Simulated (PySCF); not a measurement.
Electron correlation in Zn⁺ (zinc, charge +1)

[Ar] 3d10 4s1, 2S determinant. All numbers are calculated (PySCF 2.14, the non-relativistic Hamiltonian (point nucleus), in def2-TZVP (6s5p4d1f, 48 functions)). Frozen: [Ar]; 11 electrons correlated.

MP2 pair energies summed by pair of shells (mhartree):

```tsv
pair	energy	share (%)
3d-3d	-345.68	95.0
3d-4s	-18.11	5.0
```

Total MP2 correlation energy: -363.79 mhartree.

Same-spin part -136.23 and opposite-spin part -227.56 mhartree; SCS-MP2 scales them by 1/3 and 6/5 to -318.48 mhartree.

```
  level  correlation energy (mhartree)
   CCSD                        -330.08
    (T)                          -5.67
CCSD(T)                        -335.75
```

Diagnostics: T1 = 0.010, D1 = 0.0231, largest double amplitude 0.018.

Cost of the coupled-cluster step: 1.2 s of wall time on 1 thread of Intel(R) Xeon(R) Platinum 8559C (shared host), for 11 correlated electrons.

Iterations:

```
CC2 = 0
CCSD nocc = (np.int64(6), np.int64(5)), nmo = (39, 39)
frozen orbitals [[0, 1, 2, 3, 4, 5, 6, 7, 8], [0, 1, 2, 3, 4, 5, 6, 7, 8]]
max_cycle = 100
direct = 0
conv_tol = 1e-08
conv_tol_normt = 1e-06
diis_space = 8
diis_start_cycle = 0
Init t2, MP2 energy = -0.363785882520284
Init E_corr(UCCSD) = -0.363785882533299
cycle = 1  E_corr(UCCSD) = -0.318707393408025  dE = 0.0450784891  norm(t1,t2) = 0.0713616
cycle = 2  E_corr(UCCSD) = -0.332748200923169  dE = -0.0140408075  norm(t1,t2) = 0.0276311
cycle = 3  E_corr(UCCSD) = -0.329969917775212  dE = 0.00277828315  norm(t1,t2) = 0.0138689
cycle = 4  E_corr(UCCSD) = -0.329943049634767  dE = 2.68681404e-05  norm(t1,t2) = 0.00222015
cycle = 5  E_corr(UCCSD) = -0.330080547703069  dE = -0.000137498068  norm(t1,t2) = 0.000446126
cycle = 6  E_corr(UCCSD) = -0.33008707231102  dE = -6.52460795e-06  norm(t1,t2) = 7.62869e-05
cycle = 7  E_corr(UCCSD) = -0.330081340713899  dE = 5.73159712e-06  norm(t1,t2) = 2.14824e-05
cycle = 8  E_corr(UCCSD) = -0.330081885181482  dE = -5.44467583e-07  norm(t1,t2) = 4.8367e-06
cycle = 9  E_corr(UCCSD) = -0.330082079782903  dE = -1.94601421e-07  norm(t1,t2) = 1.16428e-06
cycle = 10  E_corr(UCCSD) = -0.330082103270439  dE = -2.34875357e-08  norm(t1,t2) = 2.15849e-07
cycle = 11  E_corr(UCCSD) = -0.330082101511572  dE = 1.75886705e-09  norm(t1,t2) = 5.14862e-08
UCCSD converged
E(UCCSD) = -1777.856523485031  E_corr = -0.330082101511572
UCCSD(T) correction = -0.00566967309639395
```
